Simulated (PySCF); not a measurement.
# C₆ coefficients of unlike pairs at PBE0

Calculated with PySCF 2.14 from the dipole response of each species, C₆(A,B) = (3/π) ∫ α_A(iu) α_B(iu) du, in atomic units, from isotropic polarisabilities. For ions this is the dispersion term alone; charge-induced terms of lower order in 1/R come first.

```csv
species,configuration,basis,relativity,α (bohr³),C₆ (like pair)
As(2+),[Ar] 3d10 4s2 4p1 (2P),"x2c-QZVPPall with one added diffuse shell each of s, p, d, f type (12s9p6d5f1g)",spin-free X2C,10.26,45.42
Ti+,[Ar] 3d2 4s1 (4F),aug-cc-pVTZ-DK (8s7p5d3f2g),spin-free X2C,49.79,318.9
P(2+),[Ne] 3s2 3p1 (2P),aug-cc-pwCVQZ (10s9p7d5f3g),none,9.285,33.61
Cd(2+),[Kr] 4d10 (1S),aug-cc-pVTZ-PP with ECP28MDF (6s6p5d3f2g),core potential,5.290,26.66
```

Q: Estimate C₆ for Cd(2+) with Ti+.

A: The integral gives 66.55. The combination rule 2 C_A C_B / (C_A α_B/α_A + C_B α_A/α_B) gives 59.70 and the geometric mean 92.21.

No spin-orbit coupling is included.

The other pairs:

| pair | C₆ |
| --- | --- |
| Ti+, As(2+) | 106.2 |
| Cd(2+), As(2+) | 32.50 |
| P(2+), As(2+) | 38.94 |
| P(2+), Ti+ | 93.28 |
| Cd(2+), P(2+) | 27.04 |
